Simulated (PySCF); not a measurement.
# Sr⁺ (strontium, charge +1) across methods

[Kr] 5p1, 2P determinant (an excited configuration). All numbers are calculated (PySCF 2.14, scalar relativity by spin-free X2C-1e, in x2c-QZVPPall (13s8p7d3f2g, 111 functions)).

```json
{"method": "BHandHLYP", "E (hartree)": "-3178.97", "mean ε 4p α (eV)": "-34.036", "mean ε 4p β (eV)": "-33.957", "mean ε 5p α (eV)": "-7.113", "Σ⟨r²⟩ (bohr²)": "52.73", "⟨S²⟩": "0.750"}
{"method": "LDA", "E (hartree)": "-3174.81", "mean ε 4p α (eV)": "-30.401", "mean ε 4p β (eV)": "-30.333", "mean ε 5p α (eV)": "-6.438", "Σ⟨r²⟩ (bohr²)": "51.63", "⟨S²⟩": "0.750"}
{"method": "PBE", "E (hartree)": "-3178.59", "mean ε 4p α (eV)": "-30.303", "mean ε 4p β (eV)": "-30.235", "mean ε 5p α (eV)": "-6.491", "Σ⟨r²⟩ (bohr²)": "52.04", "⟨S²⟩": "0.750"}
{"method": "UHF", "E (hartree)": "-3177.07783", "mean ε 4p α (eV)": "-37.114", "mean ε 4p β (eV)": "-36.997", "mean ε 5p α (eV)": "-7.708", "Σ⟨r²⟩ (bohr²)": "54.94", "⟨S²⟩": "0.750"}
{"method": "PBEsol", "E (hartree)": "-3176.63", "mean ε 4p α (eV)": "-30.287", "mean ε 4p β (eV)": "-30.224", "mean ε 5p α (eV)": "-6.438", "Σ⟨r²⟩ (bohr²)": "51.93", "⟨S²⟩": "0.750"}
{"method": "r2SCAN", "E (hartree)": "-3178.96", "mean ε 4p α (eV)": "-30.947", "mean ε 4p β (eV)": "-30.915", "mean ε 5p α (eV)": "-6.452", "Σ⟨r²⟩ (bohr²)": "52.30", "⟨S²⟩": "0.750"}
{"method": "B97-3", "E (hartree)": "-3178.72", "mean ε 4p α (eV)": "-32.407", "mean ε 4p β (eV)": "-32.359", "mean ε 5p α (eV)": "-6.813", "Σ⟨r²⟩ (bohr²)": "52.47", "⟨S²⟩": "0.750"}
{"method": "PBE0", "E (hartree)": "-3178.67", "mean ε 4p α (eV)": "-32.300", "mean ε 4p β (eV)": "-32.222", "mean ε 5p α (eV)": "-6.890", "Σ⟨r²⟩ (bohr²)": "52.43", "⟨S²⟩": "0.750"}
```
